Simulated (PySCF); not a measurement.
Chlorocyclooctane, C8H15Cl.
Bonds: Cl1–C2, C2–C3, C3–C4, C4–C5, C5–C6, C6–C7, C7–C8, C8–C9, C2–C9. Hydrogens: H10 on C2; H11, H12 on C3; H13, H14 on C4; H15, H16 on C5; H17, H18 on C6; H19, H20 on C7; H21, H22 on C8; H23, H24 on C9.

The same species was optimised twice, with GFN2-xTB and with PBE0-D3(BJ)/def2-SVP (PySCF), and the same property calculations (PySCF, gas phase) were run on both structures.

```
   coordinate  GFN2-xTB  PBE0-D3(BJ)/def2-SVP  change
   Cl1–C2 (Å)     1.804                 1.814  +0.010
    C6–C7 (Å)     1.527                 1.524  -0.003
    C5–C6 (Å)     1.527                 1.524  -0.003
    C2–C9 (Å)     1.526                 1.524  -0.002
    C2–C3 (Å)     1.526                 1.524  -0.002
    C4–C5 (Å)     1.532                 1.531  -0.001
    C7–C8 (Å)     1.532                 1.532   0.000
    C8–C9 (Å)     1.535                 1.535   0.000
    C3–C4 (Å)     1.535                 1.535   0.000
 C2–C3–C4 (°)     113.9                 115.2    +1.3
 C2–C9–C8 (°)     113.9                 115.1    +1.2
 C3–C2–C9 (°)     118.1                 119.1    +1.0
 C7–C8–C9 (°)     114.8                 115.6    +0.8
 C3–C4–C5 (°)     114.8                 115.6    +0.8
 C5–C6–C7 (°)     116.5                 117.3    +0.8
Cl1–C2–C9 (°)     107.1                 107.6    +0.5
Cl1–C2–C3 (°)     107.0                 107.5    +0.5
```

Rotational constants: A = 2195, B = 894.5, C = 721.1 MHz (GFN2-xTB) against A = 2177, B = 884.9, C = 714.2 MHz (PBE0-D3(BJ)/def2-SVP). Point groups within 0.08 Å: Cs and Cs. Atoms that the bonding makes alike are paired by their places after alignment.

On the GFN2-xTB structure: HOMO (eV) -8.10 [PBE0/pcSseg-1]; LUMO (eV) 0.86 [PBE0/pcSseg-1]; dipole (D) 2.50 [PBE0/pcSseg-1]; GIAO shielding of Cl1 (ppm) 735.3 [PBE0/pcSseg-1]; GIAO shielding of C2 (ppm) 117.6 [PBE0/pcSseg-1]; GIAO shielding of C3/C9 (mean) (ppm) 148.1 [PBE0/pcSseg-1]; GIAO shielding of C4/C8 (mean) (ppm) 159.2 [PBE0/pcSseg-1]; GIAO shielding of C5/C7 (mean) (ppm) 155.1 [PBE0/pcSseg-1]; GIAO shielding of C6 (ppm) 163.5 [PBE0/pcSseg-1].

Question: What do these properties become on the PBE0-D3(BJ)/def2-SVP structure?

Answer: 
| property | level | on GFN2-xTB | on PBE0-D3(BJ)/def2-SVP | change |
| --- | --- | --- | --- | --- |
| HOMO (eV) | PBE0/pcSseg-1 | -8.10 | -8.15 | -0.05 |
| LUMO (eV) | PBE0/pcSseg-1 | 0.86 | 0.77 | -0.09 |
| dipole (D) | PBE0/pcSseg-1 | 2.50 | 2.51 | +0.01 |
| energy, GFN2-xTB geometry as zero (kcal/mol) | PBE0/pcSseg-1 | 0.0 | -0.7 | -0.7 |
| GIAO shielding of Cl1 (ppm) | PBE0/pcSseg-1 | 735.3 | 729.4 | -5.9 |
| GIAO shielding of C2 (ppm) | PBE0/pcSseg-1 | 117.6 | 115.3 | -2.3 |
| GIAO shielding of C3/C9 (mean) (ppm) | PBE0/pcSseg-1 | 148.1 | 147.0 | -1.1 |
| GIAO shielding of C4/C8 (mean) (ppm) | PBE0/pcSseg-1 | 159.2 | 158.1 | -1.1 |
| GIAO shielding of C5/C7 (mean) (ppm) | PBE0/pcSseg-1 | 155.1 | 154.1 | -1.0 |
| GIAO shielding of C6 (ppm) | PBE0/pcSseg-1 | 163.5 | 162.2 | -1.3 |

The heavy atoms differ by 0.018 Å rms after alignment (one structure mirrored). Among bonds between heavy atoms Cl1–C2 changes most (+0.010 Å). Changes are differences of the printed values. Neither structure is proved a minimum here.
